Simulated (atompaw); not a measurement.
**What one change does to a pseudopotential (germanium (Ge), PAW (atompaw))**

atompaw 4.2.0.5 input, output lines left out:

```
Ge 32
GGA-PBE loggrid 1500 logderivrange -11 5 401
4 4 3 0 0 0
4 1 1.5
0 0 0
c
c
c
v
c
v
v
v
2
1.45 1.20 1.30 0.95
y
4.25
n
n
y
-2.05
n
custom rrkj gramschmidtortho sinc
3 0.5 troulliermartins
0.65
0.65
0.85
1.45
1.45
1.45
```

All-electron outer shells of the reference configuration (PBE, non-relativistic, ld1.x):

```tsv
shell	level (eV)	outermost node (bohr)	outermost maximum (bohr)
3s	-167.18	0.26	0.55
3p	-118.60	0.23	0.55
3d	-34.38	–	0.50
4s	-15.25	0.78	1.75
4p	-7.42	0.83	2.16
```

Change: waves 4s (bound); 4s channel at 4.25 Ry; 3p (bound); 4p (bound); 3d (bound); 3d channel at -2.05 Ry; augmentation sinc compensation charge, radius 1.20 bohr; PAW radius 1.45 bohr; waves and projectors: bloechl.

Cutoffs: the cutoffs (Ry, on a coarse ladder) from which the occupation-weighted sum of valence levels, in a spherical-Bessel basis at the reference potential, stays within 10 and 1 mRy of its value at 400 Ry; they do not see the model core or the augmentation charge, which bear on the density cutoff.

Question: What does the change do?

Answer: The potential gets softer (120 Ry and 230 Ry → 110 Ry and 160 Ry); both files keep a bound ghost (s); the range in which the p phases agree widens (upper end 1.7 → at the end of the scan); the range in which the d phases agree narrows (upper end 4.0 → 1.9).

| quantity | base | changed |
| --- | --- | --- |
| cutoff, loose | 120 Ry | 110 Ry |
| cutoff, tight | 230 Ry | 160 Ry |
| loose cutoff by channel (10 mRy a level) | s 35 Ry, p 100 Ry, d 45 Ry | s 35 Ry, p 80 Ry, d 80 Ry |
| bound ghosts | s | s |
| s: phases at 1.45 bohr within 0.05 rad from the reference energy up to (Ry; the scan ends near 5) | to the end of the scan | to the end of the scan |
| p: phases at 1.45 bohr within 0.05 rad from the reference energy up to (Ry; the scan ends near 5) | 1.7 | to the end of the scan |
| d: phases at 1.45 bohr within 0.05 rad from the reference energy up to (Ry; the scan ends near 5) | 4.0 | 1.9 |
| lowest overlap eigenvalue by channel | s 0.51, p 0.49, d 1.00 | s 0.04, p 0.93, d 0.01 |

Base: The 4s radius (0.65 bohr) lies inside the outermost node of the all-electron wave (0.78 bohr), which a nodeless pseudo-wave cannot match soundly. Changed file: The 4s radius (0.65 bohr) lies inside the outermost node of the all-electron wave (0.78 bohr), which a nodeless pseudo-wave cannot match soundly. A true bound ghost makes a file unfit for plane-wave use even where its test errors are small: the radial tests pick states by their node count and pass the ghost by. The cutoffs see the waves, projectors and local potential, not the compensation charge or the core.
